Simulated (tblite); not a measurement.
C₄H₉N₃SSi.
InChI=1S/C4H9N3SSi/c1-7(2)4-3(9)5-6-8-4/h1-2,9H3

Level: GFN2-xTB in tblite, geometry and Hessian alike; calculated harmonic values, unscaled, isolated species. The method is semi-empirical: single wavenumbers can be off by several per cent or more. Modes of hydrogen on silicon can be 10 to 20 % off.

Harmonic wavenumbers (cm⁻¹): 46.2, 71.5, 121.8, 145.7, 161.3, 172.9, 202.1, 237.1, 308.2, 343.1, 398.3, 438.3, 511.3, 536.3, 549.2, 563.7, 639.4, 657.2, 780.0, 785.5, 794.2, 799.2, 895.5, 967.8, 1051.6, 1087.4, 1116.4, 1131.6, 1238.0, 1270.4, 1327.6, 1406.9, 1408.1, 1418.6, 1462.3, 1470.0, 1473.3, 1481.9, 1532.8, 2192.0, 2214.0, 2337.9, 2912.2, 2920.1, 2980.3, 3011.5, 3019.3, 3077.8.

A = 1433, B = 1207, C = 675.8 MHz; mass 159.029 u (most abundant isotopes); point group C1, symmetry number 1.

Zero-point energy?

Half the sum of the wavenumbers: 27834 cm⁻¹ = 332.97 kJ/mol.

What is S at 500 K and 1 bar for an ideal gas of classical rigid rotors and harmonic oscillators?

Translation 182.82, rotation 131.96, vibration 227.57: S = 542.4 J/(mol K).

And Cp and H(500 K) − H(0)?

Cp = 245.10 J/(mol K), of which vibrations give 211.85 (their classical limit is 48 R = 399.1); H(500 K) − H(0) = 74.43 kJ/mol without the zero-point energy, 57.80 from vibrations.

Blend soft modes into free rotors: weight 1/[1 + (100 cm⁻¹/ν̃)⁴] for the oscillator and the rest for a rotor with moment μB/(μ + B), μ = h/(8π²ν), B = 10⁻⁴⁴ kg m². What vibrational entropy results?

212.92 J/(mol K) in place of 227.57, which changes −T·S at 500 K by +7.32 kJ/mol.

How do the functions run with temperature in this model?

```json
{"T (K)": "150", "S (J/(mol K))": "339.0", "Cp (J/(mol K))": "109.6", "H − H(0) (kJ/mol)": "10.57", "G − H(0) (kJ/mol)": "-40.28", "ln q(vib)": "3.26"}
{"T (K)": "250", "S (J/(mol K))": "405.6", "Cp (J/(mol K))": "154.2", "H − H(0) (kJ/mol)": "23.79", "G − H(0) (kJ/mol)": "-77.61", "ln q(vib)": "6.25"}
{"T (K)": "298.15", "S (J/(mol K))": "434.5", "Cp (J/(mol K))": "174.3", "H − H(0) (kJ/mol)": "31.70", "G − H(0) (kJ/mol)": "-97.84", "ln q(vib)": "7.68"}
{"T (K)": "400", "S (J/(mol K))": "491.3", "Cp (J/(mol K))": "213.0", "H − H(0) (kJ/mol)": "51.48", "G − H(0) (kJ/mol)": "-145.03", "ln q(vib)": "10.64"}
{"T (K)": "600", "S (J/(mol K))": "589.5", "Cp (J/(mol K))": "271.6", "H − H(0) (kJ/mol)": "100.31", "G − H(0) (kJ/mol)": "-253.37", "ln q(vib)": "16.20"}
{"T (K)": "900", "S (J/(mol K))": "711.1", "Cp (J/(mol K))": "327.2", "H − H(0) (kJ/mol)": "190.89", "G − H(0) (kJ/mol)": "-449.12", "ln q(vib)": "23.81"}
```

q(vib) and H(0) count from the zero-point level.

Which modes carry the vibrational entropy at 500 K?

46.2 cm⁻¹: 25.10; 71.5 cm⁻¹: 21.48; 121.8 cm⁻¹: 17.07; 145.7 cm⁻¹: 15.60; 161.3 cm⁻¹: 14.77; 172.9 cm⁻¹: 14.20 J/(mol K); the other 42 give 119.34 together.

What must be added to the electronic energy to get the Gibbs energy at 500 K and 1 bar?

ZPE + [H(500 K) − H(0)] − T·S = 332.97 + 74.43 − 271.18 = 136.22 kJ/mol.

Hindered rotation and anharmonicity are outside this model. The structure is chiral; the term R ln 2 for an equal mix with its mirror image is left out.

The values belong to the conformer `[CH3:1][N:2]([CH3:3])[c:4]1[s:5][n:6][n:7][c:8]1[SiH3:9]`: C1–N2–C4–S5 3°.
